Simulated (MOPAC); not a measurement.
Input for MOPAC: PM7 on BGeH5O (SMILES O[BH][GeH3]), a point of a torsion scan.

```
PM7 1SCF PRECISE CHARGE=0 THREADS=1
BGeH5O

O      1.78397427 1     0.73092088 1     0.22136897 1
B      0.96000163 1    -0.29779329 1     0.33015634 1
Ge     0.40351348 1    -1.45454015 1    -1.24931356 1
H      2.45314656 1     0.72094271 1    -0.46610058 1
H      0.34940041 1    -0.32906908 1     1.33391057 1
H      0.28139107 1    -2.93847402 1    -1.08900145 1
H      1.25140288 1    -1.32255368 1    -2.48804992 1
H     -0.95655314 1    -1.08781156 1    -1.75753653 1
```

The log:

```
*******************************************************************************
 **                                                                           **
 **                              MOPAC v23.2.5                                **
 **                                                                           **
 *******************************************************************************
 ** MOPAC's Digital Object Identifier: https://doi.org/10.5281/zenodo.6511958 **
 **                                                                           **
 ** Please cite the open-source release paper for use of this MOPAC version:  **
 ** J. E. Moussa and J. J. P. Stewart (2026)                                  **
 ** MOPAC: An open-source semiempirical molecular orbital program             **
 ** J. Open Source Softw., 11(119), 8025, https://doi.org/10.21105/joss.08025 **
 *******************************************************************************

                              PM7 CALCULATION RESULTS

 *******************************************************************************
 *  PM7        - The PM7 Hamiltonian to be used
 *
 *
 *
 *                 CHARGE ON SYSTEM = 0
 *
 *
 *
 *  PRECISE    - TIGHTER CRITERIA TO BE USED
 *  1SCF       - DO 1 SCF AND THEN STOP
 *  THREADS=1  - MULTI-THREADING NOT USED
 *  T=         - A TIME OF 172800.0 SECONDS REQUESTED
 *  DUMP=N     - RESTART FILE WRITTEN EVERY 7200.0 SECONDS REQUESTED
 *******************************************************************************
PM7 1SCF PRECISE CHARGE=0 THREADS=1
 BGeH5O

   ATOM   CHEMICAL          X               Y               Z
  NUMBER   SYMBOL      (ANGSTROMS)     (ANGSTROMS)     (ANGSTROMS)

     1       O          1.78397427  *   0.73092088  *   0.22136897  *
     2       B          0.96000163  *  -0.29779329  *   0.33015634  *
     3      Ge          0.40351348  *  -1.45454015  *  -1.24931356  *
     4       H          2.45314656  *   0.72094271  *  -0.46610058  *
     5       H          0.34940041  *  -0.32906908  *   1.33391057  *
     6       H          0.28139107  *  -2.93847402  *  -1.08900145  *
     7       H          1.25140288  *  -1.32255368  *  -2.48804992  *
     8       H         -0.95655314  *  -1.08781156  *  -1.75753653  *



          CARTESIAN COORDINATES

    NO.       ATOM           X           Y           Z

     1         O          1.7840      0.7309      0.2214
     2         B          0.9600     -0.2978      0.3302
     3        Ge          0.4035     -1.4545     -1.2493
     4         H          2.4531      0.7209     -0.4661
     5         H          0.3494     -0.3291      1.3339
     6         H          0.2814     -2.9385     -1.0890
     7         H          1.2514     -1.3226     -2.4880
     8         H         -0.9566     -1.0878     -1.7575

 General Reference for PM7:
 "Optimization of Parameters for Semiempirical Methods VI: More Modifications to the
 NDDO Approximations and Re-optimization of Parameters", J. J. P. Stewart, J. Mol. Mod., 1:32, 19 (2013)
 https://link.springer.com/article/10.1007/s00894-012-1667-x

           Empirical Formula: H5 O B Ge  =     8 atoms



      MOLECULAR POINT GROUP   :   C1


      RHF CALCULATION, NO. OF DOUBLY OCCUPIED LEVELS = 9


 -------------------------------------------------------------------------------
 PM7 1SCF PRECISE CHARGE=0 THREADS=1
 BGeH5O



     1SCF WAS SPECIFIED, SO BFGS WAS NOT USED
     SCF FIELD WAS ACHIEVED


                              PM7 CALCULATION
                                                       MOPAC v23.2.5 Linux




          FINAL HEAT OF FORMATION =          2.94091 KCAL/MOL =      12.30478 KJ/MOL


          COSMO AREA              =        108.15 SQUARE ANGSTROMS
          COSMO VOLUME            =         95.40 CUBIC ANGSTROMS

          IONIZATION POTENTIAL    =          9.905951 EV
          HOMO LUMO ENERGIES (EV) =         -9.906 -0.700
          NO. OF FILLED LEVELS    =          9
          MOLECULAR WEIGHT        =        104.4389         POINT GROUP:  C1

          MOLECULAR DIMENSIONS (Angstroms)

            Atom       Atom       Distance
            H     6    H     4     4.30068
            H     5    H     7     3.93928
            H     4    H     8     2.16025


          SCF CALCULATIONS        =          1





   ATOM   CHEMICAL          X               Y               Z
  NUMBER   SYMBOL      (ANGSTROMS)     (ANGSTROMS)     (ANGSTROMS)

     1       O          1.78397427  *   0.73092088  *   0.22136897  *
     2       B          0.96000163  *  -0.29779329  *   0.33015634  *
     3      Ge          0.40351348  *  -1.45454015  *  -1.24931356  *
     4       H          2.45314656  *   0.72094271  *  -0.46610058  *
     5       H          0.34940041  *  -0.32906908  *   1.33391057  *
     6       H          0.28139107  *  -2.93847402  *  -1.08900145  *
     7       H          1.25140288  *  -1.32255368  *  -2.48804992  *
     8       H         -0.95655314  *  -1.08781156  *  -1.75753653  *

                             CARTESIAN COORDINATES

   1    O        1.783974270     0.730920880     0.221368970
   2    B        0.960001630    -0.297793290     0.330156340
   3   Ge        0.403513480    -1.454540150    -1.249313560
   4    H        2.453146560     0.720942710    -0.466100580
   5    H        0.349400410    -0.329069080     1.333910570
   6    H        0.281391070    -2.938474020    -1.089001450
   7    H        1.251402880    -1.322553680    -2.488049920
   8    H       -0.956553140    -1.087811560    -1.757536530


           Empirical Formula: H5 O B Ge  =     8 atoms



      MOLECULAR POINT GROUP   :   C1


                  EIGENVALUES
 -30.44611 -19.10596 -17.97070 -14.82662 -13.93798 -13.58856 -11.72009 -11.66430
  -9.90595  -0.70025  -0.20838   1.09423   1.16191   2.51037   4.35974   5.06118
   6.09200


              NET ATOMIC CHARGES AND DIPOLE CONTRIBUTIONS

  ATOM NO.   TYPE          CHARGE      No. of ELECS.   s-Pop       p-Pop
    1          O          -0.488835        6.4888     1.73475     4.75408
    2          B           0.147187        2.8528     0.72858     2.12423
    3         Ge          -0.309687        4.3097     0.96677     3.34292
    4          H           0.340361        0.6596     0.65964
    5          H           0.099058        0.9009     0.90094
    6          H           0.072783        0.9272     0.92722
    7          H           0.058142        0.9419     0.94186
    8          H           0.080991        0.9190     0.91901
 DIPOLE           X         Y         Z       TOTAL
 POINT-CHG.     0.142    -0.561    -0.315     0.659
 HYBRID         0.624     0.129    -0.626     0.893
 SUM            0.766    -0.432    -0.940     1.287


          ATOMIC ORBITAL ELECTRON POPULATIONS

     Atom    s        px        py        pz
    1  O   1.73475   1.50537   1.62812   1.62059
    2  B   0.72858   0.55426   0.55109   1.01888
    3 Ge   0.96677   1.12161   1.11424   1.10707
    4  H   0.65964
    5  H   0.90094
    6  H   0.92722
    7  H   0.94186
    8  H   0.91901

 **********************
 *                    *
 * JOB ENDED NORMALLY *
 *                    *
 **********************




 == MOPAC DONE ==
```

The run finished.

Cost: around 0.03 core-seconds (rough).
